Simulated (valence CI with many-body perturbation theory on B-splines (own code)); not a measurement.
Results of a calculation; reference values are marked as such.
Sensitivity of CI+MBPT for Bi LII

Level of theory: configuration interaction combined with many-body perturbation theory (CI+MBPT): four valence electrons over a frozen Dirac-Fock core [Ar] 3d10, a basis of 6 s, 6 p, 5 d, 3 f, 1 g functions for each j, with the one-electron correlation potential Σ1 (screened to all orders), the two-electron term Σ2, the three-electron term Σ3, Breit, model QED; selected single and double excitations, second order for the rest, scaled by the run's own slope (own B-spline code, finite nucleus).

The last digits are not significant, and no measured levels were compared; by estimate large intervals hold to a few tenths of a per cent, small ones and those within an open d or f shell to about a per cent.

The reference run has the lowest level (4s^2 4p1/2^2) J=0 and an ionisation energy of 3080.23 eV. Its largest variational space holds 9998 state functions.

Levels are named by their leading jj configuration (3d3/2^4 stands for four electrons in 3d with j = 3/2), which in mixed levels can hold well under half, so a name can repeat and another be missing. Letters in brackets count levels of one name in rising energy.

Changed runs:
A. QED terms on → off
B. Breit term on → off; QED terms on → off
C. Davidson tolerance 2e-05 → 0.001
D. start configuration 4s2 4p2 → 4s2 5p2 (bad on purpose)

Excitation energies of the reference run in cm⁻¹, and shifts in cm⁻¹:

```tsv
Level	Reference	A	B	C
(4s^2 4p1/2 4p3/2) J=1	1394580	-1277	+14802	0
(4s^2 4p1/2 4p3/2) J=2	1435410	-1269	+15397	0
(4s 4p1/2^2 4p3/2) J=2	2364300	+14735	+18419	0
(4s 4p1/2^2 4p3/2) J=1	2503640	+14333	+18160	0
(4s^2 4p3/2^2) J=2	2861190	-2456	+29749	0
(4s^2 4p1/2 4d3/2) J=2	2888100	+2271	+22617	0
(4s^2 4p3/2^2) J=0	2949070	-2448	+29066	0
(4s^2 4p1/2 4d3/2) J=1	3066980	+2860	+22008	0
(4s^2 4p1/2 4d5/2) J=2	3276330	+1940	+27416	0
(4s^2 4p1/2 4d5/2) J=3	3285550	+1627	+28295	0
(4s 4p1/2 4p3/2^2) J=2 [a]	3728940	+13190	+32536	0
(4s 4p1/2 4p3/2^2) J=3	3811130	+13159	+33843	0
Ionisation energy (eV)	3080.23	+0.10	+4.57	0
```

No effect on these energies: C.

Run D: It gave no result: the start configuration must fill the lowest shells above the core. The program said: "5p is not the lowest shell of its kind above the core".
